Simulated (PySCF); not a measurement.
Electric field gradients and quadrupole coupling constants

Species: C₆H₈AlPS.
Atom-mapped SMILES: `[AlH3-:1][P+:2]1([c:3]2[cH:4][cH:5][s:6][cH:7]2)[CH:8]=[CH:9]1` (hydrogens: H10, H11, H12 on Al1; H13 on C4; H14 on C5; H15 on C7; H16 on C8; H17 on C9)

Structure used (PBE0-D3(BJ)/def2-SVP), in Å, numbered top down from 1:
```xyz
17
C6H8AlPS angstrom
Al    -2.4997    1.7007    0.5646
P     -0.9373   -0.1669   -0.0251
C      0.8504    0.0839    0.0296
C      1.8622   -0.8398   -0.3801
C      3.1216   -0.3348   -0.2094
S      3.0894    1.2552    0.4433
C      1.3804    1.2654    0.5005
C     -1.3028   -1.9247    0.1064
C     -1.3186   -1.5232   -1.1432
H     -1.4678    2.5515    1.4582
H     -3.6160    0.8313    1.3168
H     -2.8193    2.2517   -0.9066
H      1.6570   -1.8328   -0.7828
H      4.0731   -0.8154   -0.4341
H      0.8326    2.1294    0.8800
H     -1.4431   -2.7804    0.7670
H     -1.4806   -1.8364   -2.1749
```

Field gradients from the PBE0/pcSseg-1 density (PySCF, non-relativistic), principal values in atomic units, ordered |Vxx| ≤ |Vyy| ≤ |Vzz|:

| atom | Vxx | Vyy | Vzz |
| --- | --- | --- | --- |
| Al1 | -0.4319 | -0.4906 | 0.9226 |
| S6 | -0.5128 | -1.2899 | 1.8027 |

Find the asymmetry η = (Vxx − Vyy)/Vzz and the couplings χ = eQV/h (234.96 MHz × Q in barn × V in au), with Q(27Al) = 0.1466 b, Q(33S) = −0.0678 b.

```csv
atom,environment,nucleus,η,χzz (MHz),χxx (MHz),χyy (MHz)
Al1,aluminium bonded to P and 3 H,27Al,0.06,31.78,-14.88,-16.90
S6,thiophene-type sulfur,33S,0.43,-28.72,8.17,20.55
```

What is Vzz at S6 in SI units (1 au = 9.71736 × 10²¹ V/m²)?

1.8027 au = 17.518 × 10²¹ V/m².

What couplings would deuterons (Q(2H) = 0.00286 b) have in place of the hydrogens, at this geometry?

```
atom  bonded to  bond length (Å)  Vzz (au)     η  χzz (kHz)
 H10        Al1            1.608    0.1045  0.08         70
 H11        Al1            1.602    0.1066  0.05         72
 H12        Al1            1.603    0.1062  0.05         71
 H13         C4            1.091    0.3082  0.07        207
 H14         C5            1.089    0.3117  0.10        209
 H15         C7            1.091    0.2984  0.10        200
 H16         C8            1.090    0.3111  0.02        209
 H17         C9            1.090    0.3109  0.02        209
```

Geometry: PBE0-D3(BJ)/def2-SVP, one conformer, isolated molecule. The small basis limits the accuracy of the gradients.

The run behind these numbers computed NMR shieldings as well. Hardware: one thread of an Arm Neoverse V2, no GPU, shared host with 96 logical CPUs at a one-minute load of 36. Cost: 38 s wall, 1.0 GiB resident at most.
